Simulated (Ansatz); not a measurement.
System: H$_{3}$Se, charge 1, singlet. H3Se+ (SMILES [SeH3+]).
B3LYP-D3(BJ)/def2-TZVP minimum from Ansatz (a first-principles code):
```xyz
4

Se     0.0007     0.0265    -0.0607
H     -1.0764    -0.8681     0.4284
H      1.0678    -0.8666     0.4522
H     -0.0137     0.8349     1.1825
```
Charge +1, spin multiplicity 1.

Total energies in cc-pVTZ, 8 correlated electrons, 14 frozen orbitals. Radicals and triplets start from unrestricted determinants; spin-orbit coupling is neglected. Cores are frozen in correlated methods (noble-gas shells, and filled d and f shells in the p block). No relativity.

| method | program | energy (Eh) | minus CCSDT(Q) (mEh) |
|---|---|---|---|
| HF | Ansatz | -2401.32830 | 200.85 |
| MP2 | Ansatz | -2401.49583 | 33.32 |
| CCSD | Ansatz | -2401.52214 | 7.02 |
| CCSD(T) | Ansatz | -2401.52824 | 0.91 |
| CCSDT(Q) | Ansatz | -2401.52915 | 0.00 |

Rough core times of Ansatz's runs on a shared machine: CCSD(T) under 20 s, CCSDT(Q) 60 s.
